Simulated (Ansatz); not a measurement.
C2H9AlOSi can be A, `[CH3][AlH][O]C[SiH3]`, or B, `C[SiH](C)[AlH][OH]`.

Isolated molecules relaxed with PBE0-D4/def2-TZVP in Ansatz; ΔE leaves out vibrations. CCSD(T)/CBS adds triple-zeta CCSD(T) − MP2 to the extrapolated MP2 energy (def2 sets, frozen cores). DFT in def2-TZVPP. B3LYP here is the variant with VWN-RPA as its local correlation; programs differ in this. Each species was taken in one conformer, which may not be the lowest.

Problem. Which isomer does CCSD(T)/CBS put lower? Give the gap. (An estimate is asked.)

Solution. Ansatz gave: B, by 109.7 kJ/mol.

Problem. Give E(B) − E(A) in kJ/mol with ωB97M-V, MP2/def2-TZVPP, PBE0-D4, HF/def2-TZVPP, r2SCAN-D4, B3LYP, B2PLYP. (Best estimate.)

Solution. The calculation gave: ωB97M-V -99.1, MP2/def2-TZVPP -109.2, PBE0-D4 -114.4, HF/def2-TZVPP -89.9, r2SCAN-D4 -107.8, B3LYP -96.9, B2PLYP -100.5. None reverses the order clearly.

Largest T1 diagnostic: 0.012.

In def2-TZVPP, CCSD(T) changes the Hartree–Fock value by −16.5 kJ/mol (the triples alone add −1.4 kJ/mol) and MP2 by −19.3 kJ/mol.
